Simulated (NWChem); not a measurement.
System: C4H11NSi; SMILES C[C@H]1C[SiH2][C@@H]1N

Parts of the log:

```
             Northwest Computational Chemistry Package (NWChem) 7.3.0
             --------------------------------------------------------

 C1  symmetry detected

                             Geometry "geometry" -> ""
                             -------------------------

 Output coordinates in angstroms (scale by  1.889725989 to convert to a.u.)

  No.       Tag          Charge          X              Y              Z
 ---- ---------------- ---------- -------------- -------------- --------------
    1 C                    6.0000     0.80743142    -2.13997697    -0.12872871
    2 C                    6.0000     0.47844264    -0.72114153     0.32192385
    3 C                    6.0000     1.52637851     0.39962388     0.04442095
    4 Si                  14.0000     0.06972176     1.63050020    -0.01967619
    5 C                    6.0000    -0.78599766    -0.08411721    -0.34561906
    6 N                    7.0000    -2.05217980    -0.60174109     0.13527175
    7 H                    1.0000     1.66246972    -2.56726524     0.43467033
    8 H                    1.0000    -0.07375118    -2.79710832     0.02004184
    9 H                    1.0000     1.06885780    -2.15567735    -1.20823046
   10 H                    1.0000     0.27871460    -0.73319354     1.41966031
   11 H                    1.0000     2.34229545     0.50125993     0.78449818
   12 H                    1.0000     1.97720456     0.27538224    -0.96372448
   13 H                    1.0000     0.06182711     2.77024680    -1.01149178
   14 H                    1.0000    -0.28290561     2.17909750     1.34192016
   15 H                    1.0000    -0.71589105    -0.28270244    -1.43991963
   16 H                    1.0000    -2.82578891    -0.30415744    -0.47047448
   17 H                    1.0000    -2.26140797    -0.22702626     1.06963223

 Effective nuclear repulsion energy (a.u.)     307.4427307694

                                Z-matrix (autoz)
                                --------

 Units are Angstrom for bonds and degrees for angles

[...]

      ----------------------
      Optimization converged
      ----------------------

  Step       Energy      Delta E   Gmax     Grms     Xrms     Xmax
  ---- ---------------- -------- -------- -------- -------- --------
@   11    -499.91615962 -4.8D-07  0.00012  0.00002  0.00074  0.00161
                                     ok       ok       ok       ok

                                Z-matrix (autoz)
                                --------

 Units are Angstrom for bonds and degrees for angles

[...]
```

Level: LDA (Slater exchange, VWN5)/def2-SVP. 

### Question
Which NWChem input produces such a log?

### Answer
One answer among several that fit: the input that was run:
```
start job
memory heap 200 mb stack 900 mb global 1100 mb
geometry units angstroms
  C      0.402939    -2.253649    -0.109893
  C      0.326465    -0.800157     0.343900
  C      1.579665     0.102950     0.131344
  Si     0.386863     1.587794     0.015260
  C     -0.760579     0.067807    -0.373872
  N     -2.123751    -0.202624     0.039694
  H      1.133201    -2.837654     0.487384
  H     -0.592779    -2.732559    -0.011771
  H      0.709142    -2.313895    -1.175972
  H      0.074635    -0.778930     1.430727
  H      2.362908     0.044926     0.910400
  H      2.047615    -0.100067    -0.855998
  H      0.643066     2.712701    -0.960305
  H      0.078161     2.187330     1.366004
  H     -0.675862    -0.135695    -1.466234
  H     -2.796600     0.238783    -0.597793
  H     -2.303797     0.200872     0.968129
end
basis spherical
  C library def2-svp
  Si library def2-svp
  N library def2-svp
  H library def2-svp
end
dft
  xc slater vwn_5
  iterations 150
end
driver
  maxiter 120
end
task dft optimize
```
